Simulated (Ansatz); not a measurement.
Si₃Ge₃. Total charge 0; singlet. Geometry PBE0-D4/def2-SVP.

```tsv
atom	x (Å)	y (Å)	z (Å)
Si1	-0.629	-0.187	0.442
Si2	-0.227	-2.415	0.808
Si3	1.389	0.337	-1.091
Ge4	-0.014	2.150	-0.394
Ge5	1.728	-1.071	0.833
Ge6	-2.247	1.185	-0.599
```

B3LYP takes the VWN-RPA correlation. The restricted singlet is unstable towards broken spin symmetry in Hartree–Fock (as tested in another run); at PBE-D4/def2-TZVP, BLYP-D4/def2-TZVP, r2SCAN-D4/def2-TZVP, B3LYP-D4/def2-TZVP and others this wasn't settled. Another isomer (singlet) lies 1.85 eV lower at PBE0-D4/def2-TZVP; other spin states weren't run for this one.

Problem. Estimate the orbital energies around the gap (eV) in Ansatz with PBE-D4/def2-TZVP, BLYP-D4/def2-TZVP, r2SCAN-D4/def2-TZVP, B3LYP-D4/def2-TZVP, PBE0-D4/def2-TZVP.

Solution. 
```tsv
orbital	PBE-D4/def2-TZVP	BLYP-D4/def2-TZVP	r2SCAN-D4/def2-TZVP	B3LYP-D4/def2-TZVP	PBE0-D4/def2-TZVP
HOMO−9	-12.16	-11.94	-12.68	-13.41	-13.78
HOMO−8	-10.25	-10.08	-10.64	-11.28	-11.54
HOMO−7	-9.81	-9.62	-10.19	-10.80	-11.08
HOMO−6	-8.82	-8.62	-9.14	-9.72	-9.99
HOMO−5	-6.71	-6.42	-7.02	-7.31	-7.63
HOMO−4	-6.59	-6.34	-6.89	-7.20	-7.46
HOMO−3	-6.26	-5.99	-6.54	-6.83	-7.10
HOMO−2	-5.89	-5.65	-6.12	-6.42	-6.65
HOMO−1	-5.43	-5.19	-5.64	-5.94	-6.17
HOMO	-5.05	-4.80	-5.27	-5.54	-5.78
LUMO	-3.55	-3.34	-3.61	-3.08	-3.02
LUMO+1	-3.52	-3.30	-3.55	-3.01	-2.95
LUMO+2	-3.07	-2.86	-3.07	-2.52	-2.43
LUMO+3	-2.83	-2.63	-2.83	-2.28	-2.19
LUMO+4	-2.72	-2.52	-2.68	-2.14	-2.06
LUMO+5	-1.53	-1.36	-1.33	-0.94	-0.80
```
